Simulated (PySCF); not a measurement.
Geometry (Å), atoms numbered from 1 in this order:
```xyz
17

C    -2.702    0.017    0.000
C    -1.377    0.387    0.629
S    -0.072   -0.411   -0.363
O    -0.081    0.139   -1.688
O    -0.182   -1.839   -0.236
C     1.527    0.069    0.466
C     2.657   -0.068   -0.517
F     1.360    1.366    0.878
H    -2.819   -1.064    0.003
H    -3.530    0.467    0.543
H    -2.723    0.362   -1.031
H    -1.273    0.003    1.640
H    -1.181    1.454    0.596
H     1.629   -0.551    1.360
H     2.426    0.522   -1.402
H     2.741   -1.113   -0.803
H     3.595    0.273   -0.086
```

Geometry: GFN2-xTB; GIAO absolute shieldings from PySCF 2.14, gas phase, non-relativistic, averaged over equivalent atoms.

At PBE0/STO-3G (53 basis functions, 4.8 s wall time on 1 thread of an Arm Neoverse V2, shared host):
| atoms | σ (ppm) |
| --- | --- |
| C6 | 159.5 |
| C2 | 201.5 |
| C1 | 219.0 |
| C7 | 219.6 |
| S3 | 675.1 |
| O5 | 220.3 |
| O4 | 228.8 |
| F8 | 413.7 |
| H14 | 30.10 |
| H13 | 31.03 |
| H12 | 31.29 |
| H15/H16/H17 | 31.80 |
| H9/H10/H11 | 31.91 |

Predict the values at PBE0/pcSseg-1 on the same geometry.

Results:


| atoms | σ at PBE0/pcSseg-1 | change |
| --- | --- | --- |
| C6 | 76.8 | -82.7 |
| C2 | 135.0 | -66.5 |
| C1 | 182.3 | -36.7 |
| C7 | 172.8 | -46.8 |
| S3 | 184.1 | -491.0 |
| O5 | 143.3 | -77.0 |
| O4 | 158.7 | -70.1 |
| F8 | 376.4 | -37.3 |
| H14 | 26.53 | -3.57 |
| H13 | 28.57 | -2.46 |
| H12 | 29.18 | -2.11 |
| H15/H16/H17 | 29.88 | -1.92 |
| H9/H10/H11 | 30.11 | -1.80 |

The largest change is at S3 (sulfone sulfur). Cost: 188 basis functions, 28 s wall time on 1 thread of an Arm Neoverse V2, shared host. The order of the carbon signals changes between the two levels.
